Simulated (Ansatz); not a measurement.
CH$_{6}$Cl$_{2}$GeSi (`C[Si](Cl)(Cl)[GeH3]`). Charge 0, multiplicity 1.

```xyz
11

C    -0.201    1.245    1.254
Si    0.708   -0.040    0.275
Cl    2.353    0.841   -0.596
Cl    1.379   -1.496    1.568
Ge   -0.561   -1.095   -1.435
H    -0.548    2.045    0.595
H     0.457    1.675    2.012
H    -1.065    0.798    1.752
H    -1.046   -0.045   -2.448
H     0.307   -2.134   -2.157
H    -1.784   -1.794   -0.820
```

Question: List the harmonic frequencies (cm⁻¹, unscaled) at PBE0-D4/def2-TZVP in Ansatz. (Best estimate.)

Answer: The calculation gave: 87, 95, 107, 168, 173, 184, 191, 346, 456, 462, 520, 563, 740, 773, 799, 813, 878, 878, 1274, 1439, 1440, 2147, 2156, 2170, 3053, 3145, 3147.

Question: Is this a minimum?

Answer: Yes, all 27 modes are real.

Question: Give the ideal-gas thermochemistry at 298.15 K and 1 bar (rigid rotor, harmonic oscillator; point group Cs, symmetry number 1).

Answer: Zero-point energy 168.7 kJ/mol; H(298) − E = 195.3 kJ/mol; entropy 404.2 J/(mol·K), of which translation 174.3, rotation 124.8, vibration 105.0; G(298) − E = 74.8 kJ/mol. Modes under 100 cm⁻¹ are hindered rotations or soft bends, so the harmonic entropy is rough.

Question: And at 400, 500, 600, 800 and 1000 K?

Answer: 
| T (K) | H − E (kJ/mol) | S (J/mol/K) | G − E (kJ/mol) |
| --- | --- | --- | --- |
| 400 | 210.0 | 446.4 | 31.4 |
| 500 | 226.1 | 482.3 | -15.0 |
| 600 | 243.6 | 514.1 | -64.9 |
| 800 | 281.5 | 568.6 | -173.3 |
| 1000 | 322.6 | 614.3 | -291.8 |

Question: Rotational constants (cm⁻¹)?

Answer: 0.05551, 0.03312, 0.02772.
